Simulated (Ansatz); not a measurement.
All values below come from Ansatz (a quantum-chemistry and plane-wave program) with PBE0-D4/def2-TZVP. No frequencies were computed at this level.

Ansatz 0.2 input:
```yaml
crystal:
  periodic: [false, false, false]
  atoms:
    - { symbol: C, position_ang: [-1.930276, -0.23928, -0.051671] }
    - { symbol: In, position_ang: [0.014899, 0.764842, 0.349816] }
    - { symbol: C, position_ang: [1.917667, -0.26109, -0.179913] }
    - { symbol: H, position_ang: [-2.750176, 0.461838, -0.195431] }
    - { symbol: H, position_ang: [-2.174875, -0.906001, 0.774917] }
    - { symbol: H, position_ang: [-1.802811, -0.838568, -0.953535] }
    - { symbol: H, position_ang: [0.052618, 2.360373, 1.0934] }
    - { symbol: H, position_ang: [2.319993, 0.139633, -1.109645] }
    - { symbol: H, position_ang: [1.679732, -1.315219, -0.326163] }
    - { symbol: H, position_ang: [2.673231, -0.166528, 0.598225] }
basis:
  gaussian: { orbitals: def2-tzvp }
hamiltonian:
  xc: pbe0
  dispersion: d4
relax:
  max_steps: 150
```

Output:

```
Functional definition: PBE0
1149 factors; their error is unknown
mean field evaluation 1: about -7346.8766 eV, gradient 7.3e1 eV
mean field evaluation 2: about -7337.8791 eV, gradient 8.7e1 eV
mean field evaluation 4: about -7359.4216 eV, gradient 2.8e0 eV
mean field evaluation 8: about -7359.4338 eV, gradient 6.8e-2 eV
mean field evaluation 16: about -7359.4677 eV, gradient 6.4e-5 eV
mean field -7359.46766782 eV, -270.4554483659 hartree, gradient 1.5e-5 eV, S^2 0.000000; 0 other end points of the search recorded, 0 dependent functions left out
reference -7359.46770591 eV, -270.4554497659 hartree; 20, 20 occupied and 134, 134 virtual orbitals, 1149 factors
relax step   1: F+E_penalty+E_count = -7359.58910126 eV  Δ(F+E_penalty+E_count) = +0.000e0 eV  max|allowed force component| = 7.537e-1 eV/Å  Δτ_max = 0.0000 Å  (27 SCF iters, accepted)
these checks for a lower state are left out or cut short: starts, cluster_reference, orbital_swaps, neighbouring_geometries, increment
1149 factors; their error is unknown
mean field -7359.47264148 eV, -270.4556311446 hartree, gradient 8.1e-6 eV, S^2 0.000000; 0 other end points of the search recorded, 0 dependent functions left out
reference -7359.47267915 eV, -270.4556325291 hartree; 20, 20 occupied and 134, 134 virtual orbitals, 1149 factors
relax step   2: F+E_penalty+E_count = -7359.59736800 eV  Δ(F+E_penalty+E_count) = -8.267e-3 eV  max|allowed force component| = 4.417e-1 eV/Å  Δτ_max = 0.1728 Å  (29 SCF iters, accepted)
these checks for a lower state are left out or cut short: starts, cluster_reference, orbital_swaps, neighbouring_geometries, increment
1149 factors; their error is unknown
mean field evaluation 32: about -7359.5298 eV, gradient 2.3e-5 eV
mean field -7359.52980428 eV, -270.4577318390 hartree, gradient 2.3e-5 eV, S^2 0.000000; 0 other end points of the search recorded, 0 dependent functions left out
reference -7359.52984205 eV, -270.4577332267 hartree; 20, 20 occupied and 134, 134 virtual orbitals, 1149 factors
relax step   3: F+E_penalty+E_count = -7359.65339898 eV  Δ(F+E_penalty+E_count) = -5.603e-2 eV  max|allowed force component| = 1.602e-1 eV/Å  Δτ_max = 0.0920 Å  (28 SCF iters, accepted)
these checks for a lower state are left out or cut short: starts, cluster_reference, orbital_swaps, neighbouring_geometries, increment
1149 factors; their error is unknown
mean field -7359.53158814 eV, -270.4577973946 hartree, gradient 2.1e-5 eV, S^2 0.000000; 0 other end points of the search recorded, 0 dependent functions left out
reference -7359.53162595 eV, -270.4577987841 hartree; 20, 20 occupied and 134, 134 virtual orbitals, 1149 factors
relax step   4: F+E_penalty+E_count = -7359.65505630 eV  Δ(F+E_penalty+E_count) = -1.657e-3 eV  max|allowed force component| = 6.700e-2 eV/Å  Δτ_max = 0.0133 Å  (29 SCF iters, accepted)
these checks for a lower state are left out or cut short: starts, cluster_reference, orbital_swaps, neighbouring_geometries, increment
1149 factors; their error is unknown
mean field -7359.53188420 eV, -270.4578082745 hartree, gradient 2.1e-5 eV, S^2 0.000000; 0 other end points of the search recorded, 0 dependent functions left out
reference -7359.53192199 eV, -270.4578096633 hartree; 20, 20 occupied and 134, 134 virtual orbitals, 1149 factors
relax step   5: F+E_penalty+E_count = -7359.65533843 eV  Δ(F+E_penalty+E_count) = -2.821e-4 eV  max|allowed force component| = 4.572e-3 eV/Å  Δτ_max = 0.0057 Å  (30 SCF iters, accepted)
1149 factors; their error is unknown
mean field evaluation 64: about -7359.5319 eV, gradient 3.7e-2 eV
mean field -7359.53188420 eV, -270.4578082745 hartree, gradient 2.1e-5 eV, S^2 0.000000; 1 other end points of the search recorded, 0 dependent functions left out
reference -7359.53192199 eV, -270.4578096633 hartree; 20, 20 occupied and 134, 134 virtual orbitals, 1149 factors
Total energy: -7359.65537622 eV, -270.4623465224 hartree
Atom 0 at    -1.877480    -0.232180    -0.061122 Å, force    -0.003482     0.000596     0.000990 eV/Å
Atom 1 at     0.013639     0.729341     0.336110 Å, force    -0.000530    -0.002361    -0.000627 eV/Å
Atom 2 at     1.860413    -0.266065    -0.172211 Å, force     0.004572     0.000966    -0.000487 eV/Å
Atom 3 at    -2.680117     0.495170    -0.186437 Å, force     0.000455     0.001880    -0.000241 eV/Å
Atom 4 at    -2.135422    -0.877235     0.783509 Å, force    -0.000368     0.000101     0.001483 eV/Å
Atom 5 at    -1.816466    -0.859215    -0.952033 Å, force    -0.000060    -0.000883    -0.001046 eV/Å
Atom 6 at     0.058173     2.303006     1.068195 Å, force    -0.000150    -0.000835    -0.000449 eV/Å
Atom 7 at     2.267736     0.172645    -1.087176 Å, force    -0.000029     0.001174    -0.000633 eV/Å
Atom 8 at     1.705298    -1.331692    -0.344171 Å, force     0.000315    -0.001313    -0.000528 eV/Å
Atom 9 at     2.604228    -0.133775     0.615335 Å, force    -0.000722     0.000676     0.001538 eV/Å
Dipole moment:    -0.003299    -0.108578    -0.050049 e Å
```

Cost: about 30 core-seconds (a rough figure).
